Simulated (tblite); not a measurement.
Species: C4H4NO2 (doublet state).
Z-matrix (Å and degrees, GFN2-xTB geometry), rows numbered from 1:
```
O 
C   1  1.3418
C   2  1.3875  1  122.26
C   3  1.4383  2  129.45  1  -179.92
C   4  1.3531  3  103.77  2   179.95
O   5  1.3405  4  110.68  3    -0.04
N   3  1.3452  2  121.48  1    -0.03
H   1  0.9702  2  108.18  3     0.02
H   2  1.0761  1  114.87  3  -179.99
H   4  1.0683  3  127.27  2    -0.04
H   5  1.0721  4  132.83  3   179.95
```

Method: GFN2-xTB as coded in tblite; computed harmonic values from a numerical Hessian at the method's own geometry, unscaled. The method is semi-empirical: single wavenumbers can be off by several per cent or more. One conformer, not necessarily the lowest. Open shells enter through the occupations alone, without spin polarisation, and single modes of such species can be off by tens of per cent.

Harmonic wavenumbers (cm⁻¹): 160.6, 175.6, 296.9, 476.7, 541.7, 570.4, 637.2, 698.7, 721.4, 797.3, 813.3, 863.9, 999.4, 1024.2, 1045.5, 1110.5, 1137.4, 1202.8, 1252.6, 1316.8, 1342.1, 1520.7, 1556.1, 3129.8, 3169.4, 3207.3, 3438.0.

A = 8120, B = 2044, C = 1633 MHz; mass 98.024 u (most abundant isotopes); point group Cs, symmetry number 1; spin multiplicity 2.

Q: Zero-point energy?

A: Half the sum of the wavenumbers: 16603 cm⁻¹ = 47.47 kcal/mol.

Q: Give the ideal-gas entropy at 298.15 K and 1 bar in the rigid-rotor, harmonic-oscillator model (classical rotation).

A: Translation 39.68, rotation 26.87, vibration 10.19, spin (R ln 2) 1.38: S = 78.1 cal/(mol K).

Q: And Cp and H(298.15 K) − H(0)?

A: Cp = 23.71 cal/(mol K), of which vibrations give 15.76 (their classical limit is 27 R = 53.7); H(298.15 K) − H(0) = 4.28 kcal/mol without the zero-point energy, 1.91 from vibrations.

Q: Which modes carry the vibrational entropy at 298.15 K?

A: 160.6 cm⁻¹: 2.54; 175.6 cm⁻¹: 2.37; 296.9 cm⁻¹: 1.43; 476.7 cm⁻¹: 0.72; 541.7 cm⁻¹: 0.56; 570.4 cm⁻¹: 0.50 cal/(mol K); the other 21 give 2.06 together.

Q: What must be added to the electronic energy to get the Gibbs energy at 298.15 K and 1 bar?

A: ZPE + [H(298.15 K) − H(0)] − T·S = 47.47 + 4.28 − 23.29 = 28.46 kcal/mol.

Q: How do the functions run with temperature in this model?

A: 
```csv
T (K),S (cal/(mol K)),Cp (cal/(mol K)),H − H(0) (kcal/mol),G − H(0) (kcal/mol),ln q(vib)
50,53.9,8.7,0.41,-2.29,0.02
100,60.7,11.2,0.90,-5.17,0.20
373.15,84.0,28.7,6.25,-25.10,2.76
500,93.4,35.5,10.34,-36.36,4.33
750,109.6,44.0,20.38,-61.79,7.58
1000,123.0,49.0,32.05,-90.90,10.72
```

q(vib) and H(0) count from the zero-point level.

Hindered rotation and anharmonicity are outside this model. Other conformers, if any are populated, would add a mixing term that is left out.
